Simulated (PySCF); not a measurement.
## `C#C[C@](C)(C=C)N[SiH3]`: 4 charge schemes on one density

Compound: C6H11NSi.
Numbering: `[CH:1]#[C:2][C@:3]([CH3:4])([CH:5]=[CH2:6])[NH:7][SiH3:8]` (hydrogens: H9 on C1; H10, H11, H12 on C4; H13 on C5; H14, H15 on C6; H16 on N7; H17, H18, H19 on Si8)

Structure used (GFN2-xTB), in Å, numbered top down from 1:
```xyz
19
C6H11NSi angstrom
C     -0.1644    2.2628   -1.8426
C     -0.1904    1.3074   -1.1224
C     -0.1412    0.1454   -0.2389
C     -0.7658   -1.0490   -0.9684
C     -0.9130    0.3937    1.0415
C     -1.6521    1.4535    1.3055
N      1.2594   -0.1170    0.0681
Si     1.9558   -1.6020    0.5745
H     -0.1658    3.0963   -2.4803
H     -1.7827   -0.8037   -1.2673
H     -0.1810   -1.2854   -1.8533
H     -0.7871   -1.9169   -0.3145
H     -0.7924   -0.3996    1.7672
H     -2.1695    1.5641    2.2441
H     -1.7734    2.2509    0.5908
H      1.7175    0.7299    0.3702
H      1.8493   -2.5746   -0.5151
H      1.3429   -2.1991    1.7749
H      3.3440   -1.2476    0.8585
```

Density: PBE0/pcSseg-1 (PySCF); schemes: Mulliken, IAO, Hirshfeld and ESP-fitted. Geometry: GFN2-xTB, one conformer, isolated molecule.

Q: Atoms with like bonding are taken together and averaged. For which atoms does the sign change between the 4 schemes (beyond +0.03 e in one, beyond −0.03 e in another)?

A: C2 and C3. Atomic charges aren't observables, and each scheme defines them in its own way.

Q: At which atom do the 4 schemes differ most?

A: At C3: from -0.318 (Mulliken) to +0.863 e (ESP-fitted), 1.181 e apart.

Q: Which atoms carry the highest charge in the Mulliken, IAO, Hirshfeld and ESP-fitted schemes?

A: The schemes don't all agree: Mulliken Si8 (+0.595); IAO Si8 (+0.735); Hirshfeld Si8 (+0.341); ESP-fitted C3 (+0.863).

Q: Tabulate the Mulliken, IAO, Hirshfeld and ESP-fitted charges.

A: In e; atoms taken as equivalent share a row and are averaged (×n: the atom named and its like, n in all):

| atom | environment | Mulliken | IAO | Hirshfeld | ESP-fitted |
| --- | --- | --- | --- | --- | --- |
| C1 | terminal alkyne carbon | -0.400 | -0.247 | -0.110 | -0.355 |
| C2 | alkyne carbon | +0.431 | -0.027 | -0.028 | -0.222 |
| C3 | sp3 carbon bound to nitrogen | -0.318 | +0.131 | +0.076 | +0.863 |
| C4 | methyl carbon | -0.154 | -0.410 | -0.114 | -0.631 |
| C5 | alkene CH carbon | -0.101 | -0.147 | -0.046 | -0.308 |
| C6 | terminal =CH2 carbon | -0.109 | -0.320 | -0.105 | -0.420 |
| N7 | silicon-bound nitrogen | -0.600 | -0.669 | -0.233 | -0.853 |
| Si8 | SiH3 silicon | +0.595 | +0.735 | +0.341 | +0.501 |
| H9 | alkyne hydrogen | +0.040 | +0.201 | +0.092 | +0.291 |
| H10/H11/H12 | methyl hydrogen | +0.130 | +0.151 | +0.045 | +0.175 |
| H13 | vinylic hydrogen | +0.099 | +0.145 | +0.043 | +0.175 |
| H14 | vinylic hydrogen | +0.115 | +0.154 | +0.048 | +0.187 |
| H15 | vinylic hydrogen | +0.127 | +0.156 | +0.036 | +0.194 |
| H16 | N–H hydrogen | +0.205 | +0.267 | +0.112 | +0.377 |
| H17/H18/H19 | Si–H hydrogen | -0.107 | -0.141 | -0.083 | -0.108 |

Mean size of the charges over all atoms: ESP-fitted 0.328 e, IAO 0.236 e, Mulliken 0.211 e, Hirshfeld 0.093 e. Each set sums to the total charge, 0, to within 0.001 e. The IAO scheme counts the electrons in orthogonalised intrinsic atomic orbitals, a minimal basis polarised so that it spans the occupied orbitals exactly.

Some averages cover members that differ in this geometry: H17/H18/H19, ESP-fitted -0.134 to -0.087; H17/H18/H19, IAO -0.163 to -0.119; H10/H11/H12, ESP-fitted +0.159 to +0.189 e.

Q: How many electrons does the ESP-fitted scheme count on C4?

A: Z − q = 6 − (-0.631) = 6.631.

Q: How closely do the schemes follow one another over all atoms?

A: Correlation coefficient and root-mean-square difference: IAO with Hirshfeld 0.98, 0.182 e; IAO with ESP-fitted 0.87, 0.204 e; Hirshfeld with ESP-fitted 0.84, 0.307 e; Mulliken with IAO 0.80, 0.179 e; Mulliken with Hirshfeld 0.77, 0.192 e; Mulliken with ESP-fitted 0.50, 0.354 e.

Q: Sum the charges by element, for elements with more than one atom.

A: 
| element | atoms | Mulliken | IAO | Hirshfeld | ESP-fitted |
| --- | --- | --- | --- | --- | --- |
| C | 6 | -0.651 | -1.020 | -0.326 | -1.072 |
| H | 11 | +0.656 | +0.954 | +0.218 | +1.425 |
